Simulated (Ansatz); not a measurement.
In3As3⁺. The state is a doublet with charge 1. Geometry PBE-D4/def2-SVP; atoms count from 1.

```
atom   x (Å)   y (Å)   z (Å)
 In1  -1.536   1.892   2.362
 In2  -0.663   0.336  -2.513
 In3   2.539  -0.575   0.299
 As4  -0.878  -0.877   0.715
 As5   0.226   1.191   0.128
 As6   0.312  -1.966  -0.992
```

In the def2 sets In takes a core potential; there is no spin–orbit coupling. Another isomer (doublet) lies 0.48 eV lower at PBE0-D4/def2-TZVP; other spin states weren't run for this one.

**Question.** Estimate the Mulliken populations from the PBE0/def2-TZVP orbitals of Ansatz.

**Answer.** 
```
atom  charge (e)  spin (α − β)
 In1        0.62          0.07
 In2        0.53          0.03
 In3        0.53          0.03
 As4       -0.03         -0.08
 As5       -0.49          0.20
 As6       -0.16          0.75
```
Mulliken values and Mayer orders depend strongly on the basis.

**Question.** Where does the spin sit?

**Answer.** Summed by element: In 0.12, As 0.88, of 1 unpaired in all. Largest on single atoms: As6 0.75, As5 0.20, As4 -0.08.

**Question.** And the Mayer bond orders between bonded heavy atoms (over 0.3)?

**Answer.** In1–As5 0.49 (2.93 Å); In2–As5 0.47 (2.91 Å); In2–As6 0.44 (2.93 Å); In3–As5 0.47 (2.91 Å); In3–As6 0.44 (2.93 Å); As4–As5 1.23 (2.42 Å); As4–As6 1.35 (2.35 Å). Values over 0.3 also appear between atoms too far apart for a bond (As5–As6 0.35 at 3.35 Å); they arise where an orbital or an unpaired electron spreads over both atoms.
